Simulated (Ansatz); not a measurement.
Species: H₃In, SMILES `[InH3]` (charge 0, multiplicity 1).

Problem. Give a relaxed geometry from PBE0-D3(BJ)/def2-TZVP (Ansatz, a quantum-chemistry and plane-wave program).

Solution. the end point of this relaxation (outside a Z-matrix the atoms follow the SMILES, hydrogens last).
Z-matrix (Å, degrees):
```
In
H 1 1.7245
H 1 1.7245 2 120.00
H 1 1.7245 2 120.00 3 179.99
```
